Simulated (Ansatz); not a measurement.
Basis-set extrapolation for C4H11Al (`C[CH2][AlH][CH2]C`) (PBE0-D4/def2-TZVP geometry, frozen core, the Gaussian-basis code of Ansatz). Multiplicity 1, RHF reference.

|  | def2-TZVPP | def2-QZVPP |
| --- | --- | --- |
| HF | -399.850042 | -399.864830 |
| MP2 correlation | -0.794505 | -0.844495 |
| CCSD(T) correlation | -0.889438 | not run |

Energies in hartree. Use E(X) = E(∞) + A·exp(−7.88·√X) for Hartree–Fock and E(X) = E(∞) + B·X^(−2.97) for correlation, with X = 3 and 4, and add CCSD(T) minus MP2 of the smaller set to the MP2 limit.

What is the CCSD(T) energy at the basis-set limit?

HF limit: -399.864830 + (-0.014788) × 0.13774 = -399.86687. MP2 limit: -0.844495 + (-0.049990) × 0.74074 = -0.88152. Higher-order term: -0.889438 − (-0.794505) = -0.09493. Total: -400.84332 hartree, 272.6 kJ/mol below CCSD(T)/def2-TZVPP.
